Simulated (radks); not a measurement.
The numbers below are computed, except where a source is named.
Species: the praseodymium ion Pr3+. Configuration: [Xe] 4f2.

Level of theory: scalar-relativistic Kohn-Sham, LDA (Slater exchange, Perdew-Wang correlation), spin-polarised, spherical densities, finite nucleus; open shells are filled with parallel spins first (spin-orbit coupling, left out, can overturn this in heavy ions); Fermi nuclear charge, rms radius 4.8919 fm (a radial shooting solver on a logarithmic mesh with Libxc functionals).

Energy parts (Ry):
total: -18457.4892
kinetic: 19596.9465
electron-nucleus: -44668.8609
Hartree: 7030.5455
exchange-correlation: -416.1203

Orbitals (lengths in bohr, moments of r in powers of bohr; <r^-3> diverges for s and p1/2; r(max) is where P^2 peaks):
| orbital | occ. | eigenvalue (Ry) | <r^-3> | r(max) | <r^2> |
|---|---|---|---|---|---|
| 1s down | 1 | -3072.227 | - | 0.01543 | 0.0007908 |
| 1s up | 1 | -3072.227 | - | 0.01543 | 0.0007908 |
| 2s up | 1 | -496.2209 | - | 0.08734 | 0.01255 |
| 2s down | 1 | -496.2198 | - | 0.08734 | 0.01255 |
| 2p up | 3 | -444.4902 | 8473 | 0.07029 | 0.01001 |
| 2p down | 3 | -444.4895 | 8473 | 0.07029 | 0.01001 |
| 3s up | 1 | -108.8518 | - | 0.2494 | 0.08500 |
| 3s down | 1 | -108.8084 | - | 0.2494 | 0.08496 |
| 3p up | 3 | -92.46145 | 1709 | 0.2441 | 0.08497 |
| 3p down | 3 | -92.41842 | 1710 | 0.2441 | 0.08492 |
| 3d up | 5 | -69.37130 | 234.0 | 0.2004 | 0.07229 |
| 3d down | 5 | -69.33736 | 234.2 | 0.2004 | 0.07223 |
| 4s up | 1 | -23.45247 | - | 0.5786 | 0.4364 |
| 4s down | 1 | -23.33934 | - | 0.5785 | 0.4362 |
| 4p up | 3 | -18.08093 | 373.6 | 0.6039 | 0.4926 |
| 4p down | 3 | -17.96758 | 373.7 | 0.6037 | 0.4925 |
| 4d up | 5 | -10.38851 | 42.15 | 0.6342 | 0.6066 |
| 4d down | 5 | -10.27593 | 42.13 | 0.6340 | 0.6072 |
| 5s up | 1 | -4.86750 | - | 1.329 | 2.398 |
| 5s down | 1 | -4.80106 | - | 1.334 | 2.423 |
| 5p up | 3 | -3.49246 | 57.83 | 1.491 | 3.152 |
| 5p down | 3 | -3.44063 | 56.61 | 1.499 | 3.195 |
| 4f up | 2 | -2.25796 | 4.997 | 0.6764 | 1.291 |
| 4f down | 0 | -2.15850 | 4.926 | 0.6773 | 1.337 |

The highest occupied level is 4f up at -30.721 eV. The density falls to 0.001 e/bohr^3 at r = 3.42 bohr. The spin density at the nucleus is -0.161 e/bohr^3 (1s 0.004, 2s -0.203, 3s -2.766, 4s -0.244, 5s 3.048). For comparison, the ionisation energy in NIST's Atomic Spectra Database is 38.98 eV (semi-empirical). In exact Kohn-Sham theory the highest level is minus the ionisation energy, but local and semilocal functionals leave it too shallow, through self-interaction and a potential that decays too fast; potentials with the right tail come closer. The electron density at the nucleus is 4.318e+05 e/bohr^3 (large components only). Summed over all electrons, <r^2> = 37.83 bohr^2, which gives a Langevin (diamagnetic) susceptibility term of -30 x 10^-6 cm^3/mol. Spin moment in Bohr magnetons: 2.
